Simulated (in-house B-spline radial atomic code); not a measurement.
**BP86 excitations of Se4+**

Method: BP86. Computed with an all-electron radial atomic-structure program (B-spline basis): linear response of the closed shell [Ar] 3d10 4s2 with the functional's adiabatic kernel; non-relativistic, point nucleus, no spin-orbit coupling, no double excitations, S, P, D and F terms only; shells from n = 2 respond. Only terms of natural parity with L up to 3 were computed.

Without relativity these are model numbers for so heavy an element.

Command:
```bash
python run_td.py task.json out
```
Settings (radii: box in bohr, nucleus in fm):
```
Z                        34
electrons                30
configuration            [Ar] 3d10 4s2
hamiltonian              nr
method                   b88,p86
box_radius               19.1
intervals                54
```

Cost of the run: 0.5 s on 1 thread of Intel(R) Xeon(R) 6975P-C (Granite Rapids), with other jobs on the host.

The lowest states, in the order of their Tamm-Dancoff energies; the method's threshold (minus the highest occupied level) is 61.02 eV. Labels give the largest channel, * marks a mixed state, and oscillator strengths are full-response dipole values. Semilocal kernels can invert the small singlet-triplet splittings of Rydberg terms. Energies in eV:

```tsv
state	full response	Tamm-Dancoff	oscillator strength
4s → 4p 3P	10.911	11.080	-
4s → 4p 1P	?	?	?
4s → 4d 3D	30.00	30.06	-
4s → 4d 1D	?	?	-
4s → 5s 3S	35.16	35.17	-
4s → 5s 1S	35.82	35.85	-
4s → 5p 3P	39.37	39.37	-
4s → 5p 1P	39.62	39.67	0.0489
4s → 4f 3F	43.71	43.74	-
4s → 4f 1F	43.87	43.88	-
```

Task: Where does 4s → 4d 1D lie?

Result: At 31.45 eV in full response, 31.48 eV in Tamm-Dancoff.

Task: Where does 4s → 4p 1P lie?

Result: At 15.890 eV in full response, 16.532 eV in Tamm-Dancoff, oscillator strength 1.56.

Task: How large is the singlet-triplet splitting of 4s → 4p (P terms) in Tamm-Dancoff?

Result: 5.45 eV, from the unrounded values.

Task: What polarisabilities and dispersion coefficient does the method give?

Result: Dipole 5.077 bohr³, quadrupole 8.697 bohr⁵, C6 13.38 hartree·bohr⁶ for two such species.
